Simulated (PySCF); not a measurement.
Two-component Hartree-Fock for Re⁴⁸⁺ (rhenium, charge +48)

Start: [Ar] 3d9; 3d3/2 filled at m_j = -1/2, +1/2, +3/2; 3d5/2 filled at m_j = -5/2, -3/2, -1/2, +1/2, +3/2, +5/2. Calculated with PySCF 2.14 in an even-tempered Gaussian basis (15 s from 12 bohr⁻², ratio 2.8; 13 p from 16 bohr⁻², ratio 2.8; 8 d from 16 bohr⁻², ratio 2.8; 3 f from 59 bohr⁻², ratio 3): generalised Hartree-Fock with the X2C-1e Hamiltonian and a Gaussian nucleus; one run each with spin-orbit coupling (SO) screened by Boettger's factors, then bare. This is a chosen level, not necessarily the ground level.

| spinor shell | electrons | ε, screened SO (eV) | ε, bare SO (eV) | weight of nominal j (bare SO) | rms radius, bare SO (bohr) |
| --- | --- | --- | --- | --- | --- |
| 1s1/2 | 2 | -74674.2 | -74673.2 | 1.000 | 0.0204 |
| 2s1/2 | 2 | -15194.4 | -15194.2 | 1.000 | 0.0822 |
| 2p1/2 | 2 | -14639.5 | -14673.8 | 1.000 | 0.0696 |
| 2p3/2 | 4 | -13190.8 | -13180.2 | 1.000 | 0.0773 |
| 3s1/2 | 2 | -5376.6 | -5376.6 | 1.000 | 0.206 |
| 3p1/2 | 2 | -5131.1 | -5139.0 | 1.000 | 0.197 |
| 3p3/2 | 4 | -4797.8 | -4795.3 | 1.000 | 0.212 |
| 3d3/2 | 3 | -4421.2 | -4428.4 | 0.999 | 0.183 |
| 3d5/2 | 6 | -4348.4 | -4344.1 | 1.000 | 0.188 |

```csv
quantity,screened SO,bare SO
E (hartree),-14968.73269,-14969.75662
M_J,3/2,3/2
⟨J²⟩,3.750,3.750
⟨L²⟩,6.064,6.069
⟨S²⟩,0.814,0.818
```

Each row is a mean over spinors that exchange with the open shell spreads, by up to 25.096 eV (3p1/2).

Breit and QED terms are absent; they matter most for the inner s and p1/2 levels.

Densities and radii are taken from the X2C orbitals without a picture-change correction, which distorts them close to the nucleus.
